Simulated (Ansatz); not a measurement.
Job for Ansatz (a first-principles code): R-CCSD(T)/cc-pV(D+d)Z on SO2 (SMILES O=S=O). The basis file is the Basis Set Exchange's JSON of that set.

Ansatz 0.2 input:
```yaml
crystal:
  periodic: [false, false, false]
  atoms:
    - {symbol: S, position_ang: [-0.00000000, -0.00000000, 0.48775336]}
    - {symbol: O, position_ang: [0.00000000, 1.23858797, -0.24382668]}
    - {symbol: O, position_ang: [0.00000000, -1.23858797, -0.24382668]}
basis:
  gaussian:
    orbitals: cc-pV_D+d_Z.json
magnetization: {spin_polarized: false}
correlation: {method: ccsd_t, electrons: outside_noble_gas}
scf: {lower_state_search: off}
```

Program output:

```
WARN ansatz: RAYON_NUM_THREADS=4 ignored (pool sized by the plan → 4); use --threads N
Functional definition: HF
these checks for a lower state are left out or cut short: stability, starts, cluster_reference, orbital_swaps, neighbouring_geometries, increment
integrals: 0.02 GiB planned
484 factors; integrals over basis functions are off by at most 9.4e-4 eV
mean field: 0.09 GiB planned
mean field evaluation 1: about -14886.7994 eV, gradient 4.3e1 eV
mean field evaluation 2: about -14886.8096 eV, gradient 4.3e1 eV
mean field evaluation 4: about -14890.2902 eV, gradient 2.5e0 eV
mean field evaluation 8: about -14890.3126 eV, gradient 2.1e-4 eV
mean field -14890.31261958 eV, -547.2088957531 hartree, gradient 3.9e-6 eV, S^2 0.000000; 0 other end points of the search recorded, 0 dependent functions left out
7 core orbitals not correlated
reference -14890.31261958 eV, -547.2088957531 hartree; 9, 9 occupied and 35, 35 virtual orbitals, 484 factors
second order -14.18250247 eV of doubles, -0.00000000 eV of singles
coupled cluster: 0.10 GiB planned
cycle   1  -13.44898749 eV  change    7.3e-1 eV  update   1.4e-1
cycle   2  -14.00264977 eV  change   -5.5e-1 eV  update   5.2e-2
cycle   3  -14.14354286 eV  change   -1.4e-1 eV  update   2.2e-2
cycle   4  -14.12648034 eV  change    1.7e-2 eV  update   5.6e-3
cycle   5  -14.12715598 eV  change   -6.8e-4 eV  update   2.3e-3
cycle   6  -14.12701074 eV  change    1.5e-4 eV  update   5.1e-4
cycle   7  -14.12651289 eV  change    5.0e-4 eV  update   1.8e-4
cycle   8  -14.12653412 eV  change   -2.1e-5 eV  update   5.1e-5
cycle   9  -14.12653659 eV  change   -2.5e-6 eV  update   1.6e-5
perturbative correction -0.56505060 eV, -0.0207652265 hartree
Total energy: -14905.00420677 eV, -547.7488016239 hartree
Checks for a lower state left out: stability, starts, cluster_reference, orbital_swaps, neighbouring_geometries, increment
```

The run converged.

Cost: about 1.8 core-seconds (a rough figure).
